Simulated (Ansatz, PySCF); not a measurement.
This PySCF input computes a SVWN5/def2-TZVPD energy:

```python
from pyscf import gto, scf, dft

mol = gto.M(
    atom='''
    C    -1.95105108    0.13248936   -0.04399183
    C    -0.50694792    0.29325068    0.31313964
    C     0.50694792   -0.29325068   -0.31313964
    C     1.95105108   -0.13248936    0.04399183
    H    -2.07809854   -0.53645292   -0.89653654
    H    -2.40593983    1.09501804   -0.29633442
    H    -2.52350439   -0.27380771    0.79522323
    H    -0.28987359    0.94664166    1.15587905
    H     0.28987359   -0.94664166   -1.15587905
    H     2.07809854    0.53645292    0.89653654
    H     2.52350439    0.27380771   -0.79522323
    H     2.40593983   -1.09501804    0.29633442
    ''',
    basis='def2-tzvpd',
    charge=0,
    spin=0,
    verbose=4,
)

mf = dft.RKS(mol, xc='svwn').density_fit(auxbasis='def2-universal-jkfit')
mf.grids.level = 3
mf.conv_tol = 1e-9
mf.max_cycle = 100
mf.max_memory = 1500
mf.kernel()
if not mf.converged:
    mf = mf.newton()
    mf.kernel(mf.make_rdm1())
mf.analyze()
```

Task: Write an input for the same energy in Ansatz (a program for electronic structure) and say what it gives.

Result: 
Ansatz 0.2 input:
```yaml
crystal:
  periodic: [false, false, false]
  atoms:
    - {symbol: C, position_ang: [-1.95105108, 0.13248936, -0.04399183]}
    - {symbol: C, position_ang: [-0.50694792, 0.29325068, 0.31313964]}
    - {symbol: C, position_ang: [0.50694792, -0.29325068, -0.31313964]}
    - {symbol: C, position_ang: [1.95105108, -0.13248936, 0.04399183]}
    - {symbol: H, position_ang: [-2.07809854, -0.53645292, -0.89653654]}
    - {symbol: H, position_ang: [-2.40593983, 1.09501804, -0.29633442]}
    - {symbol: H, position_ang: [-2.52350439, -0.27380771, 0.79522323]}
    - {symbol: H, position_ang: [-0.28987359, 0.94664166, 1.15587905]}
    - {symbol: H, position_ang: [0.28987359, -0.94664166, -1.15587905]}
    - {symbol: H, position_ang: [2.07809854, 0.53645292, 0.89653654]}
    - {symbol: H, position_ang: [2.52350439, 0.27380771, -0.79522323]}
    - {symbol: H, position_ang: [2.40593983, -1.09501804, 0.29633442]}
basis:
  gaussian:
    orbitals: def2-TZVPD
hamiltonian:
  xc: {name: SVWN5}
output: {forces: true}
```
It gives -155.77884 Eh, and PySCF -155.77894 Eh, a difference of 0.10 mEh, from the treatment of integrals and grids.
